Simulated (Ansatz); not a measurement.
One geometry of AgPd₂⁻, several levels of theory.

```yaml
crystal:
  periodic: [false, false, false]
  atoms:
    - {symbol: Pd, position_ang: [0.640328, 0.040617, -1.307093]}
    - {symbol: Pd, position_ang: [-1.284570, 0.684373, 0.041874]}
    - {symbol: Ag, position_ang: [0.644232, -0.724990, 1.265218]}
basis:
  gaussian: {orbitals: def2-TZVPD, initial_orbitals: start.molden}
total_charge: -1
magnetization: {spin_polarized: true, initial_magnetization: 2}
hamiltonian: {xc: pbe0, dispersion: d4}
output: {orbitals: {seedname: orbitals}}
```

The file start.molden holds the orbitals of an earlier run on this structure, at another level or in another basis.

```sh
$ ansatz run in.yaml --threads 4 --pin off --events-out ev --progress --plain --max-ram 3916MiB
```

Shortened log:

```
Functional definition: PBE0
1170 factors; integrals over basis functions are off by at most 3.6e-4 eV
mean field evaluation 1: about -10961.1465 eV, gradient 3.3e0 eV
mean field evaluation 2: about -10961.2481 eV, gradient 1.5e-1 eV
mean field evaluation 4: about -10961.4325 eV, gradient 7.8e-3 eV
mean field evaluation 8: about -10961.4325 eV, gradient 1.8e-5 eV
mean field evaluation 16: about -10961.1037 eV, gradient 5.7e0 eV
mean field evaluation 32: about -10961.4325 eV, gradient 8.1e-3 eV
mean field evaluation 64: about -10961.2904 eV, gradient 1.4e0 eV
mean field evaluation 96: about -10961.4152 eV, gradient 6.3e-1 eV
mean field -10961.43252884 eV, -402.8252155091 hartree, gradient 3.6e-6 eV, S^2 2.021436; 7 other end points of the search recorded, 0 dependent functions left out
reference -10961.43255503 eV, -402.8252164714 hartree; 29, 27 occupied and 91, 93 virtual orbitals, 1170 factors
Total energy: -10961.53976996 eV, -402.8291565476 hartree
```

It took 17 s on 4 threads of Arm Neoverse V1 on a shared host.

First input, but with `hamiltonian: {xc: pbe}`, `correlation: {method: rpa}`, `scf: {omitted_lower_state_checks: [starts]}` and without the key `output` (abridged; 4.5 s):

```
Functional definition: PBE
mean field -10964.27919737 eV, -402.9298286478 hartree, gradient 2.7e-6 eV, S^2 2.008485
Total energy: -10940.79036205 eV, -402.0666298711 hartree
Checks for a lower state left out: starts
```

The first input with `hamiltonian: {xc: {name: B2PLYP}}`, `scf: {omitted_lower_state_checks: [starts]}` and without the key `output` (abridged; 15 s):

```
Functional definition: B2PLYP
mean field evaluation 16: about -10937.1165 eV, gradient 4.8e-4 eV
mean field -10937.11652386 eV, -401.9316188081 hartree, gradient 2.1e-6 eV, S^2 2.048897
second order -48.29372579 eV of doubles, -0.00000000 eV of singles
Total energy: -10950.15594523 eV, -402.4108087047 hartree
Checks for a lower state left out: starts
```

First input, but with `hamiltonian: {xc: {name: CAM-B3LYP}, dispersion: d4}`, `scf: {omitted_lower_state_checks: [starts]}` (abridged; 8.5 s):

```
Functional definition: CAM-B3LYP
mean field -10958.75032634 eV, -402.7266463852 hartree, gradient 1.1e-5 eV, S^2 2.030364
Total energy: -10958.86558309 eV, -402.7308819928 hartree
Checks for a lower state left out: starts
```

First input, but with `hamiltonian: {xc: r2scan, dispersion: d4}`, `scf: {omitted_lower_state_checks: [starts]}` (abridged; 7.5 s):

```
Functional definition: r2SCAN
mean field evaluation 16: about -10966.2262 eV, gradient 4.8e-6 eV
mean field -10966.22615209 eV, -403.0013779141 hartree, gradient 4.8e-6 eV, S^2 2.026819
Total energy: -10966.24778089 eV, -403.0021727579 hartree
Checks for a lower state left out: starts
```

First input, but with `hamiltonian: {xc: {name: wB97X-V}}`, `scf: {omitted_lower_state_checks: [starts]}` (abridged; 36 s):

```
Functional definition: wB97X-V
mean field -10958.57180041 eV, -402.7200856784 hartree, gradient 4.5e-6 eV, S^2 2.044059
Total energy: -10958.57180082 eV, -402.7200856933 hartree
Checks for a lower state left out: starts
```

The first input with `correlation: {method: ccsd_t}`, `scf: {omitted_lower_state_checks: [starts, cluster_reference]}` and without the key `hamiltonian` (abridged; 93 s):

```
Functional definition: HF
mean field evaluation 16: about -10890.1178 eV, gradient 1.1e-4 eV
mean field -10890.11777452 eV, -400.2044466266 hartree, gradient 4.3e-6 eV, S^2 2.175373
second order -39.49039548 eV of doubles, -0.00000000 eV of singles
cycle   1  -35.58465428 eV  change     3.9e0 eV  update   2.5e-1
cycle   2  -36.84798398 eV  change    -1.3e0 eV  update   1.2e-1
cycle   3  -37.21603412 eV  change   -3.7e-1 eV  update   7.5e-2
cycle   4  -37.26427281 eV  change   -4.8e-2 eV  update   4.4e-2
cycle   5  -37.22054517 eV  change    4.4e-2 eV  update   2.7e-2
cycle   6  -37.25330915 eV  change   -3.3e-2 eV  update   2.1e-2
cycle   7  -37.32083375 eV  change   -6.8e-2 eV  update   1.4e-2
cycle   8  -37.34092625 eV  change   -2.0e-2 eV  update   9.8e-3
cycle   9  -37.34240218 eV  change   -1.5e-3 eV  update   6.1e-3
cycle  10  -37.35214264 eV  change   -9.7e-3 eV  update   4.8e-3
[...]
cycle  21  -37.35343993 eV  change   -7.8e-5 eV  update   4.8e-4
cycle  22  -37.35330792 eV  change    1.3e-4 eV  update   4.1e-4
cycle  23  -37.35327153 eV  change    3.6e-5 eV  update   3.2e-4
cycle  24  -37.35338250 eV  change   -1.1e-4 eV  update   2.6e-4
cycle  25  -37.35358370 eV  change   -2.0e-4 eV  update   2.1e-4
cycle  26  -37.35369317 eV  change   -1.1e-4 eV  update   1.6e-4
cycle  27  -37.35381441 eV  change   -1.2e-4 eV  update   1.4e-4
cycle  28  -37.35387659 eV  change   -6.2e-5 eV  update   1.1e-4
cycle  29  -37.35388856 eV  change   -1.2e-5 eV  update   8.8e-5
cycle  30  -37.35387817 eV  change    1.0e-5 eV  update   7.1e-5
cycle  31  -37.35388129 eV  change   -3.1e-6 eV  update   6.3e-5
perturbative correction -1.32848696 eV, -0.0488209953 hartree
Total energy: -10928.80014277 eV, -401.6259974400 hartree
Checks for a lower state left out: starts, cluster_reference
```

Geometry: r2SCAN-D4/def2-TZVPD.

In the def2 sets Ag, Pd take a core potential; there is no spin–orbit coupling. Correlated methods freeze no core orbitals; core or outer-core shells of Pd, Ag are correlated, in sets that lack core-valence functions. At PBE0-D4/def2-TZVPD, r2SCAN-D4/def2-TZVPD the highest occupied level of the charge -1 triplet lies above zero (up to 0.72 eV). The electron is either unbound and held by the finite basis, or the level is raised by self-interaction error. At CCSD(T)/def2-TZVPD the charge -1 triplet is spin-contaminated (final ⟨S²⟩ up to 2.18, 2.00 for a pure state). At PBE0-D4/def2-TZVPD a singlet of charge -1 lies 0.41 eV below the triplet, each at its own geometry. The structure comes from a short search, and lower isomers may exist.
